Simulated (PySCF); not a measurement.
H₈N₂OSi₂, SMILES N[Si@@H](O)N[SiH3].

Geometry: B3LYP-D3(BJ)/def2-SVP. The structure was generated by enumeration; whether it is a known compound was not checked. The values are those of a single conformer.

All values below come from B3LYP-D3(BJ)/def2-SVP (PySCF 2.14.0).

Frequencies are harmonic and unscaled.

| mode | ν (cm⁻¹) | IR (km/mol) | Raman (Å⁴/amu) | depolarisation | moving atoms (share of kinetic energy) |
|---|---|---|---|---|---|
| 1 | 75 | 0.4 | 0.1 | 0.72 | N 42 %, H 26 %, O 16 %, Si 16 % |
| 2 | 120 | 1.5 | 0.3 | 0.75 | N 42 %, Si 30 %, H 17 %, O 11 % |
| 3 | 142 | 1.0 | 0.3 | 0.74 | H 94 % |
| 4 | 203 | 47.6 | 3.1 | 0.67 | H 74 %, N 18 % |
| 5 | 252 | 18.6 | 1.3 | 0.72 | O 37 %, H 33 %, Si 19 %, N 12 % |
| 6 | 298 | 69.4 | 1.5 | 0.75 | H 84 %, Si 12 % |
| 7 | 313 | 36.4 | 1.4 | 0.60 | H 49 %, O 21 %, Si 20 %, N 11 % |
| 8 | 366 | 97.9 | 1.4 | 0.75 | H 61 %, N 21 %, Si 12 % |
| 9 | 376 | 62.5 | 1.6 | 0.40 | H 46 %, N 30 %, Si 17 % |
| 10 | 434 | 82.4 | 2.1 | 0.35 | H 68 %, N 17 %, Si 9 % |
| 11 | 632 | 6.4 | 9.4 | 0.30 | H 54 %, Si 28 %, N 17 % |
| 12 | 716 | 5.6 | 12.2 | 0.72 | H 85 % |
| 13 | 732 | 35.0 | 7.7 | 0.75 | H 77 %, N 14 % |
| 14 | 760 | 126.2 | 9.4 | 0.42 | H 81 %, N 14 % |
| 15 | 788 | 150.8 | 10.9 | 0.12 | H 52 %, N 32 %, Si 11 % |
| 16 | 827 | 115.2 | 1.8 | 0.47 | O 33 %, H 24 %, Si 23 %, N 20 % |
| 17 | 889 | 65.8 | 3.9 | 0.73 | H 42 %, N 23 %, Si 20 %, O 15 % |
| 18 | 922 | 161.9 | 5.9 | 0.65 | H 73 %, Si 11 %, N 11 % |
| 19 | 938 | 295.7 | 1.5 | 0.75 | H 44 %, N 31 %, Si 24 % |
| 20 | 946 | 90.5 | 22.5 | 0.74 | H 93 % |
| 21 | 960 | 104.5 | 7.0 | 0.75 | H 56 %, Si 27 %, N 10 % |
| 22 | 975 | 76.4 | 22.3 | 0.75 | H 94 % |
| 23 | 1015 | 211.2 | 14.6 | 0.75 | H 84 %, Si 11 % |
| 24 | 1185 | 241.9 | 0.5 | 0.75 | H 60 %, N 35 % |
| 25 | 1536 | 62.0 | 5.7 | 0.75 | H 88 %, N 11 % |
| 26 | 2192 | 162.7 | 94.5 | 0.43 | H 96 % |
| 27 | 2211 | 202.8 | 56.9 | 0.63 | H 97 % |
| 28 | 2215 | 106.7 | 161.0 | 0.25 | H 96 % |
| 29 | 2224 | 132.0 | 202.2 | 0.07 | H 98 % |
| 30 | 3577 | 25.7 | 113.6 | 0.11 | H 96 % |
| 31 | 3598 | 42.1 | 87.6 | 0.26 | H 93 % |
| 32 | 3675 | 29.2 | 74.2 | 0.70 | H 91 %, N 9 % |
| 33 | 3875 | 72.4 | 157.9 | 0.30 | H 94 % |
